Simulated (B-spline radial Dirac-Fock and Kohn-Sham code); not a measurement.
## L-shell conversion coefficients of Au against transition energy

The computed values come from a radial finite-basis atomic code: a Dirac-Hartree-Slater potential of the neutral atom with a Latter tail (no hole, which puts coefficients of high multipoles low close above an edge), finite nucleus with surface currents. Subshells within 1 keV of threshold and pair formation are left out.

```csv
energy (keV),E2,E3,E4,M1,M4,M5
16.8,21400,2.99e+06,8.55e+07,196,1.48e+09,4.78e+10
16.9,20800,2.89e+06,8.32e+07,192,1.42e+09,4.59e+10
20,8960,1.08e+06,3.50e+07,116,3.99e+08,1.38e+10
25.3,2780,272000,9.11e+06,57.8,6.90e+07,2.36e+09
25.7,2570,249000,8.30e+06,55.2,6.14e+07,2.09e+09
35.3,533,38800,1.19e+06,21.5,5.93e+06,1.78e+08
41.9,229,14300,403000,13.0,1.71e+06,4.65e+07
43.1,200,12100,337000,11.9,1.40e+06,3.73e+07
43.2,197,11900,332000,11.9,1.38e+06,3.66e+07
50,96.5,5090,130000,7.71,484000,1.17e+07
75.2,13.4,482,9460,2.33,28200,497000
87.2,6.63,207,3650,1.51,10400,161000
90.9,5.45,163,2800,1.34,7850,118000
100,3.48,95.0,1520,1.02,4170,57700
130,1.04,21.9,286,0.478,766,8410
157,0.447,7.75,87.7,0.279,236,2180
166,0.350,5.73,62.1,0.238,168,1480
200,0.157,2.12,19.8,0.141,55.2,410
294,0.0335,0.299,2.05,0.0483,6.31,33.3
343,0.0189,0.143,0.867,0.0317,2.79,12.9
406,0.0105,0.0665,0.351,0.0200,1.19,4.76
478,0.00618,0.0330,0.153,0.0129,0.539,1.90
500,0.00538,0.0275,0.122,0.0115,0.436,1.48
1000,0.000861,0.00248,0.00659,0.00188,0.0238,0.0512
1330,0.000463,0.00114,0.00257,0.000908,0.00858,0.0161
1350,0.000449,0.00110,0.00246,0.000875,0.00816,0.0152
1430,0.000398,0.000951,0.00206,0.000756,0.00673,0.0122
1500,0.000361,0.000845,0.00179,0.000669,0.00574,0.0102
2000,0.000204,0.000431,0.000815,0.000324,0.00233,0.00376
```

Question: How fast do they fall between 1430 and 2000 keV?

Answer: As powers of the energy: E2 E^-1.99, E3 E^-2.36, E4 E^-2.77, M1 E^-2.53, M4 E^-3.16, M5 E^-3.51. Within one type (E or M) the higher multipoles fall faster.
